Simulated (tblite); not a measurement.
Compound: C8H4ClO (charge -1).
InChI=1S/C8H5ClO/c1-2-6-3-4-7(9)5-8(6)10/h1,3-5,10H/p-1

Method: GFN2-xTB as coded in tblite; computed harmonic values from a numerical Hessian at the method's own geometry, unscaled. Errors from tens to a few hundred cm⁻¹ against measured bands are possible.

Harmonic wavenumbers (cm⁻¹): 71.1, 115.5, 173.6, 211.9, 236.3, 313.8, 367.6, 378.5, 416.7, 460.2, 545.3, 545.7, 578.8, 603.8, 651.3, 687.6, 738.7, 756.8, 813.8, 875.2, 877.2, 1089.5, 1111.0, 1174.0, 1230.7, 1272.4, 1328.9, 1456.8, 1500.1, 1571.7, 1611.9, 2233.2, 3013.5, 3067.9, 3074.0, 3373.1.

A = 3053, B = 666.6, C = 547.1 MHz; mass 150.995 u (most abundant isotopes); point group Cs, symmetry number 1.

Question: Zero-point energy?

Answer: Half the sum of the wavenumbers: 19264 cm⁻¹ = 230.45 kJ/mol.

Question: Give the ideal-gas entropy at 500 K and 1 bar in the rigid-rotor, harmonic-oscillator model (classical rotation).

Answer: Translation 182.18, rotation 132.16, vibration 169.90: S = 484.2 J/(mol K).

Question: And Cp and H(500 K) − H(0)?

Answer: Cp = 206.47 J/(mol K), of which vibrations give 173.21 (their classical limit is 36 R = 299.3); H(500 K) − H(0) = 62.71 kJ/mol without the zero-point energy, 46.08 from vibrations.

Question: How do the functions run with temperature in this model?

Answer: 
```json
{"T (K)": "150", "S (J/(mol K))": "312.2", "Cp (J/(mol K))": "88.5", "H − H(0) (kJ/mol)": "8.51", "G − H(0) (kJ/mol)": "-38.31", "ln q(vib)": "1.73"}
{"T (K)": "250", "S (J/(mol K))": "367.6", "Cp (J/(mol K))": "131.3", "H − H(0) (kJ/mol)": "19.55", "G − H(0) (kJ/mol)": "-72.35", "ln q(vib)": "3.77"}
{"T (K)": "298.15", "S (J/(mol K))": "392.3", "Cp (J/(mol K))": "149.4", "H − H(0) (kJ/mol)": "26.31", "G − H(0) (kJ/mol)": "-90.65", "ln q(vib)": "4.83"}
{"T (K)": "400", "S (J/(mol K))": "440.9", "Cp (J/(mol K))": "181.7", "H − H(0) (kJ/mol)": "43.24", "G − H(0) (kJ/mol)": "-133.12", "ln q(vib)": "7.11"}
{"T (K)": "600", "S (J/(mol K))": "523.7", "Cp (J/(mol K))": "225.8", "H − H(0) (kJ/mol)": "84.36", "G − H(0) (kJ/mol)": "-229.84", "ln q(vib)": "11.54"}
{"T (K)": "900", "S (J/(mol K))": "623.1", "Cp (J/(mol K))": "263.6", "H − H(0) (kJ/mol)": "158.35", "G − H(0) (kJ/mol)": "-402.48", "ln q(vib)": "17.63"}
```

q(vib) and H(0) count from the zero-point level.

Question: Which modes carry the vibrational entropy at 500 K?

Answer: 71.1 cm⁻¹: 21.52; 115.5 cm⁻¹: 17.51; 173.6 cm⁻¹: 14.17; 211.9 cm⁻¹: 12.56; 236.3 cm⁻¹: 11.68; 313.8 cm⁻¹: 9.44 J/(mol K); the other 30 give 83.02 together.

Hindered rotation and anharmonicity are outside this model.

On Arm Neoverse V2, one thread, no GPU, shared host, this took 0.44 s of wall time. The figure is for the frequency step alone.
